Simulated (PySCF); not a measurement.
Ligands exchanged one at a time, Al H-SH. All species are isolated molecules in the gas phase. One relaxed conformer stands for each flexible species; it need not be the lowest. Strings in code marks are SMILES.

The numbers are results of TPSSh-D3(BJ)/def2-TZVP // PBE0-D3(BJ)/def2-TZVP (PySCF), not measurements. Delta-SCF ions had no search for a lower state. Excitations are Tamm–Dancoff values on a coarser integration grid. The basis has no diffuse functions, so Rydberg states are missing or too high.

| species | vertical ionisation energy (Delta-SCF) (eV) | S1 excitation (TDA) (eV) | HOMO–LUMO gap (eV) | T1 excitation (TDA) (eV) | S1 oscillator strength |
|---|---|---|---|---|---|
| 0 of 3 H replaced by SH (`[AlH3]`) | 11.11 | – | 6.03 | – | – |
| 1 of 3 H replaced by SH (`[AlH2][SH]`) | 10.18 | 5.48 | 5.53 | 4.57 | 0.082 |
| 2 of 3 H replaced by SH | 9.55 | 5.61 | 5.73 | 4.86 | 0.069 |
| 3 of 3 H replaced by SH (`[SH][Al]([SH])[SH]`) | 9.40 | 5.58 | 6.12 | 5.26 | 0.000 |
